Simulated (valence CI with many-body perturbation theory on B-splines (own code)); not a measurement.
# E1 transitions of Se XXII

Method: valence CI with perturbative core correlation (CI+MBPT): three valence electrons over a frozen Dirac-Fock core [Ne], radial functions for each j: 11 s, 11 p, 10 d, 8 f, 5 g, 2 h, with the one-electron correlation potential Σ1, the two-electron term Σ2, the three-electron term Σ3, Breit, model QED; selected CI, second order for the rest, scaled by the run's own slope (own B-spline code, finite nucleus).

No measured spectrum was set against this ion. As an estimate, levels of excited configurations hold to 0.05 to 0.15 % of their energy, terms of the ground configuration to about 0.5 %.

Lines 51 to 100 of 575 in falling wavelength, among levels below 442.83 eV, chosen from the strongest by gf and those to the six lowest levels. Wavelengths and rates use the calculated energies, so an error of 500 cm⁻¹ moves a line at 21.39 nm by 0.11 % and its rate by three times that or more. Electric multipoles are in the length gauge, E1 and E2 with the static RPA response of the core. Weak lines are less certain than strong ones. Lines between different terms over intervals too small for the method are left out, as are lines whose strength nearly cancels. Where a level lies close to another of its J and parity, the split of strength between their lines is uncertain. The highest levels of a list are the least certain.

Names give the largest LS component (configuration and term), which can be under half, so a name can repeat, a term be missing and a line seem to break the LS rules; names also repeat where a configuration has a term twice. Letters in brackets count levels of one name in rising energy.

```tsv
λ vac (nm)	Upper	Lower	A (s⁻¹)	log gf	Branch %
21.39	3p²3d ⁴D_5/2	3s3p3d ⁴D°_5/2	3.92e+09	-0.79	8.8
21.29	3p²3d ⁴D_7/2	3s3p3d ²F°_5/2 [b]	4.03e+09	-0.66	11.0
21.21	3p3d² ²F°_7/2 [c]	3s3d² ²F_5/2	1.05e+10	-0.25	8.2
21.12	3p³ ⁴S°_3/2	3s3p² ²D_3/2	7.49e+08	-1.70	1.4
21.08	3p²3d ²F_7/2 [b]	3s3p3d ²F°_7/2 [b]	5.87e+09	-0.50	5.4
21.04	3p3d² ²G°_7/2 [a]	3s3d² ⁴F_9/2	2.77e+09	-0.83	3.8
20.99	3p²3d ²F_5/2 [b]	3s3p3d ²P°_3/2 [a]	5.98e+09	-0.63	5.5
20.99	3p3d² ⁴F°_3/2	3s3d² ⁴F_3/2	7.09e+09	-0.73	7.7
20.96	3p3d² ⁴F°_5/2	3s3d² ⁴F_7/2	4.50e+09	-0.75	4.7
20.88	3s3p3d ²F°_7/2 [a]	3s²3d ²D_5/2	3.79e+09	-0.70	10.3
20.84	3p3d² ⁴P°_5/2	3s3d² ⁴P_5/2	5.94e+09	-0.63	6.6
20.77	3p3d² ²F°_5/2 [c]	3s3d² ²D_3/2	8.00e+09	-0.51	7.0
20.76	3d³ ²P_3/2	3p3d² ²P°_3/2 [c]	5.57e+09	-0.84	4.5
20.61	3p²3d ²G_7/2	3s3p3d ²F°_5/2 [a]	9.91e+09	-0.30	46.6
20.53	3p²3d ⁴F_7/2	3s3p3d ⁴F°_9/2	8.68e+09	-0.36	26.5
20.46	3p²3d ⁴F_7/2	3s3p3d ⁴P°_5/2	8.89e+09	-0.35	27.2
20.42	3p²3d ²F_5/2 [a]	3s3p3d ⁴F°_7/2	3.36e+09	-0.90	21.5
20.36	3p3d² ²G°_7/2 [a]	3p²3d ²D_5/2 [b]	2.70e+09	-0.87	3.7
20.34	3p3d² ²G°_9/2 [c]	3s3d² ²F_7/2	3.52e+10	0.34	28.9
20.28	3p3d² ²G°_9/2 [a]	3p²3d ²F_7/2 [b]	6.58e+09	-0.39	13.8
20.28	3p3d² ²F°_7/2 [b]	3s3d² ²G_9/2	1.13e+10	-0.25	13.6
20.26	3p3d² ⁴D°_7/2 [b]	3s3d² ⁴P_5/2	8.82e+09	-0.36	7.3
20.19	3p²3d ⁴F_3/2	3s3p3d ⁴F°_5/2	9.09e+09	-0.65	28.8
20.17	3p²3d ⁴F_5/2	3s3p3d ⁴F°_7/2	7.66e+09	-0.55	24.9
20.13	3p3d² ²F°_7/2 [b]	3s3d² ²D_5/2	1.19e+10	-0.24	14.3
20.10	3p3d² ²D°_5/2 [b]	3s3d² ²P_3/2	2.54e+10	-0.04	18.2
20.09	3p3d² ⁴D°_5/2 [b]	3s3d² ⁴P_3/2	8.02e+09	-0.54	7.5
20.05	3p3d² ⁴F°_9/2	3s3d² ⁴F_9/2	1.09e+10	-0.18	13.5
19.95	3p3d² ²F°_5/2 [d]	3s3d² ²F_5/2	6.60e+09	-0.63	6.4
19.91	3p²3d ²D_5/2 [c]	3s3p3d ²P°_3/2 [c]	5.06e+09	-0.74	4.2
19.84	3p²3d ²D_5/2 [c]	3s3p3d ²D°_5/2	1.31e+10	-0.33	10.8
19.75	3p3d² ⁴F°_9/2	3s3d² ⁴F_7/2	4.19e+09	-0.61	5.2
19.74	3p²3d ⁴F_9/2	3s3p3d ⁴F°_9/2	1.59e+10	-0.03	55.5
19.73	3p³ ²D°_3/2	3s3p² ⁴P_5/2	8.82e+09	-0.69	39.9
19.66	3p3d² ²D°_3/2 [d]	3s3d² ²P_1/2	2.85e+10	-0.18	18.8
19.66	3p3d² ²G°_7/2 [c]	3s3d² ²F_7/2	9.00e+09	-0.38	7.7
19.65	3p3d² ⁴D°_7/2 [a]	3s3d² ⁴F_9/2	2.79e+09	-0.89	4.2
19.63	3p²3d ⁴P_5/2	3s3p3d ⁴D°_7/2	1.13e+10	-0.41	12.1
19.61	3p3d² ²D°_3/2 [c]	3s3d² ²D_3/2	1.18e+10	-0.56	9.5
19.59	3p²3d ⁴F_3/2	3s3p3d ⁴F°_3/2	1.06e+10	-0.61	33.7
19.58	3p²3d ⁴D_7/2	3s3p3d ⁴D°_7/2	4.80e+09	-0.66	13.1
19.56	3p²3d ²F_7/2 [a]	3s3p3d ⁴F°_7/2	3.12e+09	-0.84	16.6
19.50	3p²3d ²D_3/2 [b]	3s3p3d ²P°_3/2 [c]	7.51e+09	-0.77	6.1
19.46	3p3d² ²P°_1/2 [b]	3s3d² ²D_3/2	1.47e+10	-0.78	18.1
19.45	3s3p² ²D_3/2	3s²3p ²P°_1/2	7.65e+09	-0.76	99.5
19.44	3p3d² ²G°_7/2 [c]	3s3d² ²F_5/2	2.93e+10	0.12	25.0
19.36	3p3d² ⁴D°_7/2 [a]	3s3d² ⁴F_7/2	6.87e+09	-0.51	10.4
19.36	3p²3d ⁴P_3/2 [a]	3s3p3d ⁴D°_5/2	1.11e+10	-0.60	11.5
19.31	3s3p3d ⁴F°_3/2	3s3p² ²D_3/2	1.01e+09	-1.65	34.8
19.29	3p3d² ²G°_7/2 [b]	3p²3d ²F_7/2 [b]	3.88e+09	-0.76	5.5
```
